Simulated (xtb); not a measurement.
C4H5BO, SMILES C1B(C#C)CO1. All values are semi-empirical tight-binding results from xtb (GFN2-xTB unless named), good for trends rather than for accurate numbers. Coordinates come from a GFN2-xTB optimisation. The structure was generated by enumeration, and PubChem lists no compound with its InChIKey, so it may never have been made.

```yaml
point_group_as_xtb_finds_it: C2v
orbital_gap: 2.92 eV
dipole_moment: 2.40 D
zero_point_energy: 48.8 kcal/mol
G − E(el) at 298.15 K (modified RRHO): 30.5 kcal/mol
static polarisability (D4 model): 56.5 bohr³
solvation energy, GFN2-xTB/ALPB(water): -2.9 kcal/mol
solvation energy, GFN2-xTB/ALPB(methanol): -6.6 kcal/mol
```

Computed IR lines (harmonic; lines under 4 % of the strongest left out, lines within 3 cm⁻¹ merged):
ν (cm⁻¹): 104 (w), 228 (w), 656 (m), 688 (w), 810 (s), 987 (m), 1000 (w), 1050 (vs), 1119 (m), 1186 (w), 1286 (vs), 1421 (w), 1430 (w), 2186 (m), 2893 (s), 2923 (s) (against the strongest line: vs over 80 %, s over 45 %, m over 15 %, w over 4 %, vw less)
